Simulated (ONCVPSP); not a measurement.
Cutoff test, gold, ONCV

ONCVPSP 4.0.1 input, shortened (lines: element, Z, core and valence counts, functional; n l f; lmax; l rc ep ncon nbas qcut; lloc lpopt rc5 dvloc0; l nproj debl; icmod fcfact rcfact), PBEsol, scalar-relativistic:

```
  Au 79.00   11    3  -116133      upf
    1    0    2.00
    2    0    2.00
    2    1    6.00
    3    0    2.00
    3    1    6.00
    3    2   10.00
    4    0    2.00
    4    1    6.00
    4    2   10.00
    5    0    2.00
    5    1    6.00
    4    3   14.00
    5    2    9.00
    6    0    2.00
    3
    0    2.50    0.00    4    8    2.50
    1    2.05    0.04    4    7    3.60
    2    1.95    0.00    3    8    6.70
    3    0.65    0.00    4    9   28.20
    4    5    0.55    2.00
    0    2    3.60
    1    2    2.40
    2    2    2.40
    3    2    0.60
    0    0.00    0.00
```

In the f channel the program set the typed energies aside and used -3.095, 0.250 Ha.

Task: For each optimised wave give the share of its norm inside rc, the residual kinetic energy above qcut (Ha) and the cutoffs (Ha) for errors of 10, 1, 0.1 and 0.01 mHa per electron.

Result:

| wave | norm inside rc | residual KE | 10 mHa | 1 mHa | 0.1 mHa | 0.01 mHa |
| --- | --- | --- | --- | --- | --- | --- |
| 6s | 0.465 | 4.5e-03 | 2.5 | 10.9 | 25.8 | 30.9 |
| s projector 2 | 0.143 | 3.2e-01 | 19.6 | 35.3 | 39.9 | 52.1 |
| p projector 1 | 0.111 | 6.9e-03 | 2.6 | 29.3 | 36.0 | 53.2 |
| p projector 2 | 0.133 | 6.2e-02 | 10.0 | 38.4 | 48.0 | 63.7 |
| 5d | 0.771 | 1.1e-05 | 14.2 | 17.5 | 20.0 | 24.0 |
| d projector 2 | 0.123 | 3.2e-05 | 14.6 | 18.2 | 21.3 | 29.5 |
| 4f | 0.792 | 2.3e-06 | 289.2 | 328.1 | 356.2 | 380.6 |
| f projector 2 | 0.000 | 5.2e-10 | 0.9 | 103.7 | 189.1 | 251.5 |

The occupied waves need 328 Ha and 356 Ha for 1 and 0.1 mHa. Rows with under 1 % of the norm inside rc give no meaningful cutoff. Note: ghosts flagged at negative energy: s at -1047.4 eV, s at -157.2 eV, p at -253.6 eV, p at -44.0 eV, d at -409.2 eV; GHOST(+) flagged for s at 130.9 eV. A true bound ghost makes a file unfit for plane-wave use.
